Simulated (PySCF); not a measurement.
methylammonium (CH₆N), SMILES [NH3+]C, charge +1. Geometry: PBE0-D3(BJ)/def2-TZVP.

Level of theory: PBE0-D3(BJ)/def2-TZVP (PySCF).

Harmonic wavenumbers (cm⁻¹): 301, 915, 915, 970, 1281, 1281, 1463, 1494, 1494, 1531, 1669, 1669, 3101, 3207, 3207, 3425, 3502, 3502. Rotational constants (GHz): 84.84, 20.30, 20.30; symmetry number 3.

Problem. Work out the zero-point energy and the ideal-gas rigid-rotor harmonic-oscillator thermochemistry at 298.15 K and 1 atm.

Solution. ZPE = ½ Σ hcν = ½ × 34927 cm⁻¹ = 208.91 kJ/mol. H − E(el) = 220.43 kJ/mol. Entropy in J/(mol K): translation 152.00, rotation 73.54, vibration 7.95, total 233.48. G − E(el) = 150.82 kJ/mol. Cp = 48.93 J/(mol K).
